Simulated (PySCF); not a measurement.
**Zinc: highly charged ions in a basis for the neutral atom**

Zn(17+) [Ne] 3s2 3p1, Zn(18+) [Ne] 3s2. All numbers are calculated (PySCF 2.14, no relativity, point nucleus, in def2-SVP). No spin-orbit coupling, so a gap to NIST mixes the basis error with missing relativistic terms.

Changed run: basis of the neutral atom used for a highly charged ion. This setting is unsound on purpose.

| species | method | sound run (hartree) | changed run (hartree) | converged |
| --- | --- | --- | --- | --- |
| Zn(17+) | UHF | not run | -1624.40388 | yes |
| Zn(17+) | M06-2X | not run | -1624.98956 | yes |
| Zn(17+) | TPSS | not run | -1624.96780 | yes |
| Zn(18+) | UHF | not run | -1602.75934 | yes |
| Zn(18+) | M06-2X | not run | -1603.30105 | yes |
| Zn(18+) | TPSS | not run | -1603.26968 | yes |

Ionisation energy of Zn(17+):

```tsv
method	changed run (eV)	NIST (eV)
UHF	588.98	613.3 ± 2.4
M06-2X	590.17	613.3 ± 2.4
TPSS	590.44	613.3 ± 2.4
```

The contracted functions were made for the neutral atom and can be too rigid for a highly charged ion.
